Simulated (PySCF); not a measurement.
## Tin: a sound run and one with changed settings

Sound run: Sn+ [Kr] 4d10 5s2 5p1, Sn(2+) [Kr] 4d10 5s2. Computed with PySCF 2.14 in x2c-SVPall (6s5p3d, 36 functions), with scalar relativity by spin-free X2C-1e. In the sound run the correlated levels freeze [Kr] 4d10. The sound run starts from symmetry-adapted Hartree-Fock orbitals and uses a fine grid where one is needed.

Changed run: the non-relativistic Hamiltonian (point nucleus). This setting is unsound on purpose.

```tsv
species	method	sound run (hartree)	changed run (hartree)	converged
Sn+	UHF	-6172.83566	-5888.51042	yes
Sn+	M06-2X	-6176.06424	-5891.75975	yes
Sn+	MN15	-6179.56964	-5895.30964	yes
Sn+	MP2	-6172.86163	-5888.53897	yes
Sn+	CCSD(T)	-6172.87503	-5888.55778	yes
Sn(2+)	UHF	-6172.33045	-5887.98521	yes
Sn(2+)	M06-2X	-6175.54250	-5891.21451	yes
Sn(2+)	MN15	-6179.03893	-5894.74893	yes
Sn(2+)	MP2	-6172.35220	-5888.01025	yes
Sn(2+)	CCSD(T)	-6172.36313	-5888.02767	yes
```

Ionisation energy of Sn+:

| method | sound run (eV) | changed run (eV) |
| --- | --- | --- |
| UHF | 13.747 | 14.292 |
| M06-2X | 14.197 | 14.837 |
| MN15 | 14.442 | 15.258 |
| MP2 | 13.863 | 14.387 |
| SCS-MP2 | 13.844 | 14.366 |
| CCSD | 13.920 | 14.408 |
| CCSD(T) | 13.929 | 14.425 |

Most of the change in total energy is the relativistic energy itself. On top of that the contraction fixes the core shape for the Hamiltonian it was made with, so the changed run is not a good calculation with the other Hamiltonian either.

For comparison, NIST gives 14.633 eV between the lowest levels.
